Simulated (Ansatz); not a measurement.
This geometry of BBrFH2N (6 atoms, charge 0, multiplicity 1) is a first-order saddle point.

These are results of Ansatz 0.2.0, RKS PBE0/def2-SVP, not measurements.

```xyz
6
Properties=species:S:1:pos:R:3
B 0.409 0.676 0.311
Br 0.443 -1.064 -1.907
N -0.575 -0.093 0.635
H -0.393 -0.839 -0.534
F 1.357 1.504 0.106
H -1.240 -0.185 1.389
```

Which two structures does it join? (They come from a converged band through this point; their orientation in space is the band's.)

Bonds broken: B1–Br2, N3–H4. Bonds formed: Br2–H4. BBrFH2N becomes BFHN + BrH.

Initial state:

```xyz
6
Properties=species:S:1:pos:R:3
B 0.467 0.291 -0.245
Br 1.025 -0.472 -1.928
N -0.597 -0.252 0.465
H -1.119 -1.054 0.145
F 1.125 1.348 0.215
H -0.900 0.138 1.348
```

Final state:

```xyz
6
Properties=species:S:1:pos:R:3
B 0.441 0.999 0.672
Br 0.015 -1.679 -2.122
N -0.463 0.146 0.779
H -0.154 -0.904 -0.915
F 1.395 1.843 0.490
H -1.233 -0.405 1.096
```

How far does it lie above each of them?

71.8 kcal/mol above the first and 7.3 kcal/mol above the second. This is the barrier of this one path; another mechanism may lie lower. The orbitals stay closed-shell, which can raise the energy where a bond breaks towards radicals; this wasn't checked here.

Time of the run: 2.6 min on 2 threads of Intel(R) Xeon(R) 6975P-C (Granite Rapids) (shared host), peak memory 0.17 GiB.
